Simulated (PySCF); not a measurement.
F3MoO, neutral, multiplicity 2. Atoms are numbered in the order given.

```xyz
5

Mo     0.1010    -0.0481     0.0000
O      1.6668     0.5046     0.0000
F     -0.8140     0.8153     1.3693
F     -0.8140     0.8153    -1.3693
F     -0.3248    -1.8546     0.0000
```
Charge 0, spin multiplicity 2.

Geometry optimised at B3LYP-D3(BJ)/def2-SVP. The spin state was assumed, not searched. The isomer is the one that the SMILES or the coordinates give; other isomers of the formula were not compared. The def2 effective core potentials stand for the cores of Mo; spin–orbit coupling is left out.

Method: PySCF with B3LYP-D3(BJ)/def2-SVP.

Frequencies are harmonic and unscaled.

Computed normal modes with their intensities:
```
mode  ν (cm⁻¹)  IR (km/mol)  moving atoms (share of kinetic energy)
----  --------  -----------  --------------------------------------
1           56         37.2                 O 48 %, F 31 %, Mo 21 %
2          122          3.2                                  F 91 %
3          141          1.5                           F 89 %, O 9 %
4          205         14.7                         F 75 %, Mo 21 %
5          272         12.9                 O 56 %, F 30 %, Mo 14 %
6          695         87.1                         F 89 %, Mo 10 %
7          699        120.2                         F 81 %, Mo 19 %
8          727        129.2                         F 77 %, Mo 23 %
9         1075        161.0                         O 86 %, Mo 14 %
```
